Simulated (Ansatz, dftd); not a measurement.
Reaction: BGeH4F (SMILES F[BH][GeH3]) → BHF (SMILES [BH]F, doublet) + GeH3 (SMILES [GeH3], doublet) (the B-Ge bond breaks)
Each species at its own B3LYP-D3(BJ)/def2-TZVP minimum (Ansatz, an electronic-structure program).

Quantity: bond dissociation energy (electronic), in kcal/mol. Open shells are spin-unrestricted; no spin-orbit coupling. Correlated methods leave the cores frozen (noble-gas shells, and filled d and f shells in the p block). No relativity. CBS(X,Y): correlation extrapolated as X^-3, Hartree-Fock from the larger set. A bracket is a step between two methods taken in the basis named. Double hybrids freeze cores in their MP2 part.

```tsv
level	program	bond dissociation energy (kcal/mol)	difference against the last row
HF/cc-pVDZ	Ansatz	60.1	-20.9
PBE/def2-TZVPD	Ansatz	79.4	-1.6
r2SCAN-D3(BJ)/def2-TZVPD	Ansatz + dftd3	77.2	-3.8
r2SCAN/def2-TZVPD	Ansatz	76.9	-4.1
CAM-B3LYP-D4/def2-TZVPD	Ansatz + dftd4	80.2	-0.8
B2GP-PLYP/def2-TZVPD	Ansatz	79.0	-2.0
MP2/cc-pVDZ	Ansatz	77.0	-4.0
MP2/cc-pVQZ	Ansatz	79.9	-1.1
CCSD/CBS(cc-pVTZ,cc-pVQZ)	Ansatz	79.5	-1.5
CCSD(T)/cc-pVDZ	Ansatz	77.6	-3.4
CCSD(T)/cc-pVQZ	Ansatz	80.2	-0.8
CCSDT(Q)/cc-pVDZ	Ansatz	77.6	-3.4
CCSD(T)/CBS(cc-pVTZ,cc-pVQZ) + [CCSDT(Q) - CCSD(T)]/cc-pVDZ	Ansatz	81.0	0.0
```
